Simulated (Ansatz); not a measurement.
The cluster W₃N₃. Charge 0, multiplicity 2. Geometry r2SCAN-D4/def2-SVP.

Cartesian coordinates in Å:
```
W 1.295 0.909 0.082
W -0.448 -0.310 -1.358
W -1.020 0.264 1.029
N 0.800 0.127 1.672
N 1.441 -0.553 -1.035
N -2.068 -0.437 -0.390
```

In the def2 sets W takes a core potential; there is no spin–orbit coupling. At PBE-D4/def2-SVP, PBE-D4/def2-TZVP, r2SCAN-D4/def2-TZVP, r2SCAN-D4/def2-TZVPD and others the charge 0 doublet is spin-contaminated (final ⟨S²⟩ up to 1.76, 0.75 for a pure state). The geometry of the doublet was relaxed on an unsound state (⟨S²⟩ 1.53, where a pure state has 0.75). The structure comes from a short search, and lower isomers may exist.

Problem. Estimate the α-spin orbital energies around the gap (eV) in Ansatz with PBE-D4/def2-SVP, PBE-D4/def2-TZVP, r2SCAN-D4/def2-TZVP, r2SCAN-D4/def2-TZVPD, CAM-B3LYP-D4/def2-TZVP.

Solution. 
```
orbital  PBE-D4/def2-SVP  PBE-D4/def2-TZVP  r2SCAN-D4/def2-TZVP  r2SCAN-D4/def2-TZVPD  CAM-B3LYP-D4/def2-TZVP
 HOMO−5            -7.39             -7.36                -7.62                 -7.62                   -9.86
 HOMO−4            -6.58             -6.57                -6.75                 -6.75                   -8.88
 HOMO−3            -5.65             -5.61                -5.78                 -5.78                   -7.61
 HOMO−2            -5.19             -5.17                -5.58                 -5.58                   -7.50
 HOMO−1            -4.93             -4.87                -5.03                 -5.03                   -6.87
   HOMO            -4.30             -4.32                -4.63                 -4.63                   -6.35
   LUMO            -3.82             -3.87                -3.76                 -3.77                   -2.18
 LUMO+1            -3.69             -3.62                -3.51                 -3.51                   -2.03
 LUMO+2            -3.52             -3.56                -3.29                 -3.29                   -1.73
 LUMO+3            -3.39             -3.39                -3.18                 -3.18                   -1.41
 LUMO+4            -3.30             -3.29                -3.13                 -3.13                   -1.29
 LUMO+5            -2.78             -2.76                -2.54                 -2.54                   -0.88
 β HOMO            -4.83             -4.77                -4.84                 -4.84                   -6.76
 β LUMO            -3.77             -3.75                -3.51                 -3.51                   -2.13
```
